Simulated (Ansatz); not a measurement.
Orthosilicic acid. Charge 0, multiplicity 1.

Z-matrix (Å, degrees):
```
Si
O 1 1.631
O 1 1.631 2 106.4
O 1 1.631 2 106.4 3 -124.1
O 1 1.631 2 115.8 3 118.0
H 2 0.958 1 116.6 3 -36.8
H 3 0.958 1 116.6 2 160.8
H 4 0.958 1 116.6 2 36.8
H 5 0.958 1 116.6 2 81.2
```

(1) What are the harmonic wavenumbers in cm⁻¹ at PBE0-D4/def2-TZVP (Ansatz, finite differences of forces, unscaled)? (An estimate is asked.)

(2) Is this a minimum?

(3) Give the ideal-gas thermochemistry at 298.15 K and 1 bar (rigid rotor, harmonic oscillator; point group S4, symmetry number 2).

Results:

(1) Computed: 194, 199, 278, 278, 294, 354, 368, 368, 404, 780, 833, 839, 841, 841, 952, 1012, 1012, 3928, 3928, 3929, 3931.

(2) Yes, all 21 modes are real.

(3) Zero-point energy 152.9 kJ/mol; H(298) − E = 174.0 kJ/mol; entropy 329.1 J/(mol·K), of which translation 165.8, rotation 103.1, vibration 60.1; G(298) − E = 75.9 kJ/mol.
